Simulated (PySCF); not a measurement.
Al(Cl)2(NH3) (AlCl2H3N), SMILES [NH3]->[Al+]([Cl])[Cl] (connectivity only; charge and spin as stated), charge +1, multiplicity 1.

Geometry: PBE-D3(BJ)/def2-SVP. The spin state was assumed, not searched. The isomer is the one that the SMILES or the coordinates give; other isomers of the formula were not compared.

These are PySCF with PBE-D3(BJ)/def2-SVP values and carry that method's errors.

Frequencies are harmonic and unscaled.

Computed harmonic wavenumbers and intensities:
```
mode  ν (cm⁻¹)  IR (km/mol)  moving atoms (share of kinetic energy)
----  --------  -----------  --------------------------------------
1            9          0.2                                  H 99 %
2          138         30.6                Cl 57 %, Al 25 %, N 14 %
3          143          3.7                 N 40 %, Cl 30 %, H 23 %
4          162         11.8                 Al 72 %, Cl 16 %, H 8 %
5          408          4.3                         Cl 68 %, N 26 %
6          564         56.8                Al 50 %, N 29 %, Cl 13 %
7          661         15.7                H 36 %, Al 34 %, Cl 23 %
8          701         47.1                          H 83 %, N 14 %
9          769        202.4         H 45 %, Al 36 %, N 10 %, Cl 9 %
10        1312        169.5                          H 84 %, N 16 %
11        1562         37.5                                  H 95 %
12        1564         30.5                                  H 96 %
13        3319         86.6                                  H 97 %
14        3406        124.4                                  H 92 %
15        3417        113.7                           H 92 %, N 8 %
```
